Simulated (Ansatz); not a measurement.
Relative stability

Two relaxed structures of SiH2TeF (charge +1), singlet (PBE0-D4/def2-TZVP; forces vanish, vibrations not checked).

A:

```
atom    x (Å)    y (Å)    z (Å)
  F1  -0.0470  -1.9975  -0.7142
 Si2  -0.2880  -0.5661  -0.1601
 Te3   1.5741   0.8740   0.0749
  H4  -1.6979  -0.2841   0.1572
  H5   0.4587   1.9737   0.6422
```

B:

```
5
angstrom
F -0.0854 -2.1619 -0.8723
Si 1.3069 0.9646 -0.3521
Te -0.3000 -0.9247 0.5140
H -1.4753 -0.0444 -0.2899
H 0.5762 1.6531 0.8114
```

Ansatz 0.2.0; basis: def2-TZVPP; cores frozen in the correlated methods. Filled d shells of the heavier atoms are correlated. Core potentials replace the inner electrons of the atoms past krypton. The def2 sets are not built for correlating such inner shells, so the correlated values are less sure here. B3LYP uses VWN-RPA correlation.

(1) Which structure is lower at CCSD(T), and by how much? (Judge from chemistry; the value comes from the calculation.)

The T1 diagnostic stays at or below 0.015. The restricted Hartree–Fock reference is unstable towards an unrestricted one at one or more of these structures.

Results:

(1) The calculation gives: A, by 3.166 eV (electronic energy, against the other). By their contacts, A is SiH₂TeF ([F][SiH][TeH]), total charge +1 and B is SiH₂TeF ([F][TeH][SiH]), total charge +1.

All methods give the same order:

| method | E(B) − E(A) (eV) |
| --- | --- |
| PBE-D4 | 2.870 |
| r2SCAN-D4 | 3.176 |
| PBE0-D4 | 3.067 |
| B3LYP-D4 | 2.969 |
| wB97M-V | 2.997 |
| HF | 3.317 |
| MP2 | 3.452 |
| CCSD | 3.172 |
| CCSD(T) | 3.166 |

Labels in which every atom is bracketed show which atoms are joined, not bond orders.

For scale, one of the runs: CCSD(T)/def2-TZVPP, 151 basis functions, launched by `ansatz run in.yaml --threads 2 --pin off --events-out ev --progress --plain --max-ram 4352MiB`. Hardware: 2 CPU threads of an Arm Neoverse V1, shared host. Wall time 35 s; peak host memory 1.1 GiB.
